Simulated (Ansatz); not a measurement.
Ansatz (a program for electronic structure) input (CCSD(T)/aug-cc-pV(D+d)Z):
A basis named .json is the Basis Set Exchange file of that set.

Ansatz 0.2 input:
```yaml
crystal:
  periodic: [false, false, false]
  atoms:
    - {symbol: Si, position_ang: [-0.02513362, -0.01430178, 0.03434357]}
    - {symbol: C, position_ang: [-1.22280827, -0.54040722, 1.34386157]}
    - {symbol: C, position_ang: [1.15233063, 1.26510083, 0.74737089]}
    - {symbol: C, position_ang: [0.92907820, -1.51480744, -0.57365610]}
    - {symbol: C, position_ang: [-0.95217522, 0.75004722, -1.41744798]}
    - {symbol: H, position_ang: [-1.55400237, 0.11658875, 2.14193859]}
    - {symbol: H, position_ang: [-1.68560366, -1.52209225, 1.36322879]}
    - {symbol: H, position_ang: [1.73243307, 0.85294593, 1.57561509]}
    - {symbol: H, position_ang: [1.85477581, 1.61540981, -0.01277943]}
    - {symbol: H, position_ang: [0.60726092, 2.13498510, 1.12144468]}
    - {symbol: H, position_ang: [1.50552859, -1.97243730, 0.23297816]}
    - {symbol: H, position_ang: [0.25316013, -2.27422887, -0.97383693]}
    - {symbol: H, position_ang: [1.62559347, -1.23833690, -1.36889483]}
    - {symbol: H, position_ang: [-1.65063641, 0.03697397, -1.86016563]}
    - {symbol: H, position_ang: [-1.52295853, 1.62680124, -1.10467138]}
    - {symbol: H, position_ang: [-0.25223241, 1.06401514, -2.19643731]}
basis:
  gaussian:
    orbitals: aug-cc-pV_D+d_Z.json
magnetization: {spin_polarized: true, initial_magnetization: 1}
correlation: {method: ccsd_t, electrons: outside_noble_gas}
output: {forces: true}
```

Output:

```
Functional definition: HF
integrals: 2.31 GiB planned
2221 factors; integrals over basis functions are off by at most 9.2e-4 eV
1.31 GiB of device memory are held for the factors and their scratch space
mean field: 1.66 GiB planned
mean field evaluation 1: about -12153.2111 eV, gradient 3.1e1 eV
mean field evaluation 2: about -12153.2280 eV, gradient 3.1e1 eV
mean field evaluation 4: about -12158.7091 eV, gradient 2.7e0 eV
mean field evaluation 8: about -12158.7867 eV, gradient 2.8e-1 eV
mean field evaluation 16: about -12158.6884 eV, gradient 2.7e0 eV
mean field -12158.78841633 eV, -446.8272327773 hartree, gradient 2.8e-6 eV, S^2 0.760659; 0 other end points of the search recorded, 0 dependent functions left out
9 core orbitals not correlated
reference -12158.78841633 eV, -446.8272327773 hartree; 16, 15 occupied and 198, 199 virtual orbitals, 2221 factors
densities: 18.50 GiB planned
second order -18.63269275 eV of doubles, -0.00000000 eV of singles
coupled cluster: 13.47 GiB planned
cycle   1  -20.14584261 eV  change    -1.5e0 eV  update   9.2e-2
cycle   2  -20.68898179 eV  change   -5.4e-1 eV  update   2.8e-2
cycle   3  -20.76134408 eV  change   -7.2e-2 eV  update   1.1e-2
cycle   4  -20.76116379 eV  change    1.8e-4 eV  update   4.0e-3
cycle   5  -20.76065427 eV  change    5.1e-4 eV  update   1.9e-3
cycle   6  -20.76092711 eV  change   -2.7e-4 eV  update   7.8e-4
cycle   7  -20.76106606 eV  change   -1.4e-4 eV  update   3.2e-4
cycle   8  -20.76111304 eV  change   -4.7e-5 eV  update   1.2e-4
cycle   9  -20.76108579 eV  change    2.7e-5 eV  update   4.5e-5
cycle  10  -20.76106803 eV  change    1.8e-5 eV  update   1.9e-5
cycle  11  -20.76107379 eV  change   -5.8e-6 eV  update   6.4e-6
cycle  12  -20.76107452 eV  change   -7.2e-7 eV  update   2.5e-6
perturbative correction -0.66238596 eV, -0.0243422351 hartree
the calculation of the forces begins
1.31 GiB of device memory are held for the factors and their scratch space
Total energy: -12180.21187681 eV, -447.6145304285 hartree
Atom 0 at    -0.025134    -0.014302     0.034344 Å, force     0.093544     0.061392    -0.144999 eV/Å
Atom 1 at    -1.222808    -0.540407     1.343862 Å, force     0.131063     0.025212    -0.075204 eV/Å
Atom 2 at     1.152331     1.265101     0.747371 Å, force    -0.188943    -0.208605    -0.111470 eV/Å
Atom 3 at     0.929078    -1.514807    -0.573656 Å, force    -0.152870     0.240567     0.101979 eV/Å
Atom 4 at    -0.952175     0.750047    -1.417448 Å, force     0.169288    -0.126880     0.238390 eV/Å
Atom 5 at    -1.554002     0.116589     2.141939 Å, force    -0.168947     0.331605     0.392824 eV/Å
Atom 6 at    -1.685604    -1.522092     1.363229 Å, force    -0.234732    -0.487548     0.003558 eV/Å
Atom 7 at     1.732433     0.852946     1.575615 Å, force     0.272879    -0.184009     0.386224 eV/Å
Atom 8 at     1.854776     1.615410    -0.012779 Å, force     0.329699     0.165850    -0.344340 eV/Å
Atom 9 at     0.607261     2.134985     1.121445 Å, force    -0.248270     0.404774     0.174736 eV/Å
Atom 10 at     1.505529    -1.972437     0.232978 Å, force     0.270084    -0.218808     0.369687 eV/Å
Atom 11 at     0.253160    -2.274229    -0.973837 Å, force    -0.309254    -0.354591    -0.186118 eV/Å
Atom 12 at     1.625593    -1.238337    -1.368895 Å, force     0.325959     0.119277    -0.366472 eV/Å
Atom 13 at    -1.650636     0.036974    -1.860166 Å, force    -0.329803    -0.329204    -0.212528 eV/Å
Atom 14 at    -1.522959     1.626801    -1.104671 Å, force    -0.270277     0.412005     0.139698 eV/Å
Atom 15 at    -0.252232     1.064015    -2.196437 Å, force     0.310581     0.148966    -0.365965 eV/Å
Dipole moment:     0.004081     0.003536    -0.008132 e Å
```

It need not be the lowest isomer of its formula.
